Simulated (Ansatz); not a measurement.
System: CrCl, charge 0, multiplicity 6. The spin state was set by rule; other spins were not relaxed. 
Geometry from a B3LYP-D3(BJ)/def2-TZVP (Ansatz, an electronic-structure program) optimisation:
```xyz
2

Cr     0.0000     0.0000    -0.9176
Cl     0.0000     0.0000     1.2955
```
Charge 0, spin multiplicity 6.

Total electronic energies in hartree. Cores are frozen in the correlated levels unless marked. UHF or UKS for open shells. No spin-orbit coupling. Frozen are the shells of the preceding noble gas and the d and f shells that filled before the atom's block. No relativistic terms. FCI takes restricted orbitals. CBS marks a two-point X^-3 extrapolation of the correlation energy; Hartree-Fock from the larger set.

The T1 diagnostic of CCSD in the largest basis is 0.137, which is high, so the coupled-cluster rows are less sure than usual.

```
level                                        program  energy (Eh)
------------------------------------  --------------  -----------
HF/def2-QZVPPD                                Ansatz  -1502.94358
PBE0-D3(BJ)/def2-TZVP                 Ansatz + dftd3  -1504.36064
PBE0/def2-TZVP                                Ansatz  -1504.35940
HSE06/def2-TZVPD                              Ansatz  -1504.34647
SCS-MP2/6-31G*                                Ansatz  -1502.92204
CCSD/CBS(def2-TZVPP,def2-QZVPP)               Ansatz   -1503.3029
CCSD/CBS(def2-TZVPPD,def2-QZVPPD)             Ansatz   -1503.3021
FCI/STO-3G                                    Ansatz  -1487.02706
CCSD(T)/CBS(def2-TZVPPD,def2-QZVPPD)          Ansatz   -1503.3185
```

Totals of different functionals don't rank their quality; only differences between species are comparable.
